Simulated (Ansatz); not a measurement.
C$_{4}$H$_{12}$GeO (SMILES CC[O][GeH2][CH2]C), singlet, at a GFN2-xTB geometry, with bond 9-2 at 2.4 times its length; CASSCF(4,4)/STO-3G run with Ansatz (an electronic-structure program).

Ansatz was given this input:
Ansatz 0.2 input:
```yaml
crystal:
  periodic: [false, false, false]
  atoms:
    - {symbol: Ge, position_ang: [0.39342190, 0.11454254, 0.86917050]}
    - {symbol: C, position_ang: [2.05284340, -0.51109866, -0.00442317]}
    - {symbol: C, position_ang: [2.33437194, 0.21985840, -1.31069635]}
    - {symbol: O, position_ang: [-0.84060628, -0.22203867, -0.33802252]}
    - {symbol: C, position_ang: [-2.21241407, 0.09728115, -0.23937429]}
    - {symbol: C, position_ang: [-2.87000694, -0.15514508, -1.58764022]}
    - {symbol: H, position_ang: [0.33786650, 1.60152042, 1.18124746]}
    - {symbol: H, position_ang: [0.03128980, -0.61216647, 2.15587567]}
    - {symbol: H, position_ang: [4.05927441, -0.20725897, 1.65035761]}
    - {symbol: H, position_ang: [1.95193693, -1.58089183, -0.19383619]}
    - {symbol: H, position_ang: [2.45994908, 1.28690663, -1.13392703]}
    - {symbol: H, position_ang: [3.24100796, -0.16045016, -1.77894407]}
    - {symbol: H, position_ang: [1.50429011, 0.08381221, -1.99987399]}
    - {symbol: H, position_ang: [-2.68723958, -0.52313729, 0.53116949]}
    - {symbol: H, position_ang: [-2.34173618, 1.14831109, 0.04916330]}
    - {symbol: H, position_ang: [-2.40802764, 0.46998324, -2.34740015]}
    - {symbol: H, position_ang: [-2.74029537, -1.19610411, -1.87181125]}
    - {symbol: H, position_ang: [-3.93131433, 0.07228836, -1.53320365]}
basis:
  gaussian:
    orbitals: STO-3G
hamiltonian:
  xc: hf
magnetization: {spin_polarized: false}
correlation: {active_space: {window: {electrons: 4, orbitals: 4}}}
```

Question: Write the output that Ansatz gives for this input, abridged.

Answer: 
```
Functional definition: HF
709 factors; integrals over basis functions are off by at most 4.1e-5 eV
mean field evaluation 1: about -62087.9012 eV, gradient 3.1e1 eV
mean field evaluation 2: about -62088.1701 eV, gradient 3.1e1 eV
mean field evaluation 4: about -62093.5312 eV, gradient 5.5e0 eV
mean field evaluation 8: about -62093.6673 eV, gradient 6.4e-2 eV
mean field -62093.66735018 eV, -2281.9001865195 hartree, gradient 1.4e-6 eV, S^2 0.000000; 0 other end points of the search recorded, 0 dependent functions left out
reference -62093.66735018 eV, -2281.9001865195 hartree; 38, 38 occupied and 17, 17 virtual orbitals, 709 factors
state -62098.90658592 eV, -2282.0927248818 hartree
Total energy: -62098.90658592 eV, -2282.0927248818 hartree
```
